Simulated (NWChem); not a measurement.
Program: NWChem. System: C₃H₇Si, charge 0, spin multiplicity 2, at a geometry optimised with UPBE0/def2-SVP. The structure started from a generated list of species. Its SCF solution wasn't tested for a lower state. Level: UBLYP/def2-TZVP.

Output (cleaned and shortened):

```
             Northwest Computational Chemistry Package (NWChem) 7.3.0
             --------------------------------------------------------

                                NWChem Input Module
                                -------------------

 Scaling coordinates for geometry "geometry" by  1.889725989
 (inverse scale =  0.529177249)

 Turning off AUTOSYM since
 SYMMETRY directive was detected!

                             Geometry "geometry" -> ""
                             -------------------------

 Output coordinates in angstroms (scale by  1.889725989 to convert to a.u.)

  No.       Tag          Charge          X              Y              Z
 ---- ---------------- ---------- -------------- -------------- --------------
    1 C                    6.0000     1.29056200     0.10704100     0.00000000
    2 C                    6.0000     0.44837800    -0.18081900     1.21013100
    3 Si                  14.0000    -0.99184600     0.11550500     0.00000000
    4 C                    6.0000     0.44837800    -0.18081900    -1.21013100
    5 H                    1.0000     2.20401900     0.71007800     0.00000000
    6 H                    1.0000     0.60369700     0.46340700     2.08842500
    7 H                    1.0000     0.49564300    -1.23690000     1.54528300
    8 H                    1.0000    -2.18920400    -0.78922800     0.00000000
    9 H                    1.0000    -1.45156800     1.53664200     0.00000000
   10 H                    1.0000     0.49564300    -1.23690000    -1.54528300
   11 H                    1.0000     0.60369700     0.46340700    -2.08842500

 Effective nuclear repulsion energy (a.u.)     159.8470586529

            Nuclear Dipole moment (a.u.)
            ----------------------------
        X                 Y               Z
 ---------------- ---------------- ----------------
    -0.0000170075    -0.0000113384     0.0000000000

      Symmetry information
      --------------------

 Group name             Cs
 Group number              2
 Group order               2
 No. of unique centers     8

      Symmetry unique atoms

     1    2    3    5    6    7    8    9


 Summary of "ao basis" -> "" (spherical)
 ------------------------------------------------------------------------------
       Tag                 Description            Shells   Functions and Types
 ---------------- ------------------------------  ------  ---------------------
 *                         def2-tzvp                  on all atoms
[...]
 overlap   0.979  0.971  0.961  0.954  0.962  0.992  0.979  0.997  0.986  0.973

   alpha     51     52     53     54     55     56     57     58     59     60
    beta     51     52     53     54     55     56     57     58     59     60
 overlap   0.995  0.936  0.936  0.997  0.998  0.999  1.000  1.000  1.000  0.999

   alpha     61     62     63     64     65     66     67     68     69     70
    beta     61     62     63     64     65     66     67     68     69     70
 overlap   0.996  0.998  0.985  0.999  0.989  1.000  0.986  0.997  0.984  0.981

   alpha     71     72     73     74     75     76     77     78     79     80
    beta     71     72     73     74     76     75     77     78     79     80
 overlap   0.979  0.995  0.998  0.999  0.993  0.999  0.999  0.999  0.995  0.998

   alpha     81     82     83     84     85     86     87     88     89     90
    beta     81     82     83     84     85     86     87     88     89     90
 overlap   0.986  0.986  0.967  0.999  0.970  0.973  0.990  0.994  1.000  0.968

   alpha     91     92     93     94     95     96     97     98     99    100
    beta     91     92     93     94     95     96     97     98     99    100
 overlap   1.000  0.967  0.983  1.000  0.996  0.999  1.000  0.999  0.997  0.998

   alpha    101    102    103    104    105    106    107    108    109    110
    beta    101    102    103    104    105    106    107    108    109    110
 overlap   0.995  0.996  0.991  0.985  0.992  0.999  0.998  1.000  0.998  0.998

   alpha    111    112    113    114    115    116    117    118    119    120
    beta    111    112    113    114    115    116    117    118    119    120
 overlap   1.000  0.996  1.000  0.998  1.000  0.999  0.999  1.000  0.998  0.999

   alpha    121    122    123    124    125    126    127    128    129    130
    beta    121    122    123    124    125    126    127    129    128    130
 overlap   0.999  0.999  0.998  0.943  0.941  0.998  0.999  0.846  0.997  0.813

   alpha    131    132    133    134    135    136    137    138    139    140
    beta    131    132    133    136    135    134    137    138    139    141
 overlap   0.938  0.996  0.991  0.990  0.870  0.871  0.989  0.999  0.932  0.933

   alpha    141    142    143    144    145    146    147    148    149    150
    beta    140    142    143    144    145    146    147    148    149    150
 overlap   0.997  0.999  0.995  0.967  0.999  0.969  0.967  0.975  0.968  0.979

   alpha    151    152    153    154    155    156    157    158    159    160
    beta    151    152    153    154    155    156    157    158    159    160
 overlap   0.999  0.999  0.999  0.999  0.998  0.998  1.000  0.999  0.998  1.000

   alpha    161    162    163    164    165    166    167    168    169    170
    beta    161    162    163    164    165    166    167    168    169    170
 overlap   1.000  1.000  1.000  1.000  1.000  1.000  1.000  1.000  1.000  0.999

   alpha    171    172
    beta    171    172
 overlap   1.000  0.999

     --------------------------
     Expectation value of S2:
     --------------------------
      <S2> =      0.7535 (Exact =     0.7500)

 center of mass
 --------------
 x =  -0.01950340 y =   0.00229106 z =   0.00000000

 moments of inertia (a.u.)
 ------------------
         203.829576934389          11.047342477285           0.000000000000
          11.047342477285         407.659199956363           0.000000000000
           0.000000000000           0.000000000000         263.306618586807

     Multipole analysis of the density
     ---------------------------------

     L   x y z        total         alpha         beta         nuclear
     -   - - -        -----         -----         ----         -------
     0   0 0 0     -0.000000    -20.000000    -19.000000     39.000000

     1   1 0 0      0.057186     -0.934060      0.991263     -0.000017
     1   0 1 0     -0.012597      0.094508     -0.107094     -0.000011
     1   0 0 1      0.000000      0.000000      0.000000      0.000000

     2   2 0 0    -26.626608    -86.694471    -79.760810    139.828673
     2   1 1 0      0.528043      2.806786      2.550300     -4.829043
     2   1 0 1     -0.000000      0.000000     -0.000000      0.000000
     2   0 2 0    -25.533067    -27.678256    -25.086204     27.231394
     2   0 1 1     -0.000000     -0.000000      0.000000      0.000000
     2   0 0 2    -24.686232    -69.117823    -66.527953    110.959544

 Task  times  cpu:       26.2s     wall:       26.2s

 Total times  cpu:       26.3s     wall:       26.3s
```

Task: Write an NWChem input that would produce this output.

Result: Several could match; the one computed here: 
```
start mol
memory heap 200 mb stack 900 mb global 1100 mb
geometry units angstroms nocenter noautoz
  C      1.290562     0.107041     0.000000
  C      0.448378    -0.180819     1.210131
  Si    -0.991846     0.115505     0.000000
  C      0.448378    -0.180819    -1.210131
  H      2.204019     0.710078     0.000000
  H      0.603697     0.463407     2.088425
  H      0.495643    -1.236900     1.545283
  H     -2.189204    -0.789228     0.000000
  H     -1.451568     1.536642     0.000000
  H      0.495643    -1.236900    -1.545283
  H      0.603697     0.463407    -2.088425
  symmetry group Cs
end
basis spherical
  * library def2-tzvp
end
dft
  xc becke88 lyp
  odft
  mult 2
  semidirect memsize 60000000 filesize 0
  iterations 100
end
task dft energy
```
